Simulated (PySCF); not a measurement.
Trend along group 14: MSi cations

CCSD(T) with triple-zeta basis sets in PySCF, for the lowest determinant that a PBE0 search found; no spin–orbit coupling. De refers to high-spin ground-configuration atoms (the charge goes to the atom of lower measured ionisation energy or higher electron affinity, which is not always the lowest computed limit).

| M | basis | reference, frozen orbitals | charged atom | state (unpaired electrons) | Re (Å) | ωe (cm⁻¹) | De (eV) |
| --- | --- | --- | --- | --- | --- | --- | --- |
| C | def2-TZVPPD | UHF, 6 | Si+ | quartet (σ ↑, π ↑↑) | 1.820 | 840 | 3.48 |
| Si | def2-TZVPPD | UHF, 10 | Si+ | quartet (σ ↑, π ↑↑) | 2.277 | 472 | 3.39 |
| Ge | def2-TZVPPD | UHF, 14 | Ge+ | quartet (σ ↑, π ↑↑) | 2.339 | 376 | 3.16 |

The shortest bond is that of SiC⁺ (1.820 Å), the longest that of SiGe⁺ (2.339 Å).

Down a group the atoms grow and get heavier, so bonds lengthen and wavenumbers fall; this series shows no clear exception.

Correlated steps freeze the inner cores (6 to 14 orbitals); shallow outer-core shells are correlated. Spin–orbit coupling is left out. For an ion De counts to the pair picked by the measured ionisation energies or electron affinities, which need not be the lowest pair at this level. The CCSD T1 diagnostic is raised in SiC⁺, a sign that a single reference may not be enough there. States were picked by a PBE0 search and need not be the measured ground states.
